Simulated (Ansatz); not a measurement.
```xyz
3

Cl    0.0000    0.0000   -2.3684
Mg    0.0000    0.0000    0.0000
Cl    0.0000    0.0000    2.3684
```

Basis set: cc-pVDZ (spherical functions). Left uncorrelated: 11 orbitals. Charge 0, multiplicity 1.

Computed with Ansatz (development build ahead of 0.2.0); each method stands on the lowest determinant of its kind that the runs found. Restricted open shells among the atoms or ions are ROHF, correlated in semicanonical orbitals with singles.

The atomization energy at this shape (free ground-state atoms in the same class of orbitals less the molecule, no zero-point energy) of singlet MgCl₂:

```json
{"method": "RHF", "atomization energy": "6.27 eV"}
```

Task: What does RHF-MP2 give?

Result: 7.43 eV. Caution: the shape is not the minimum.
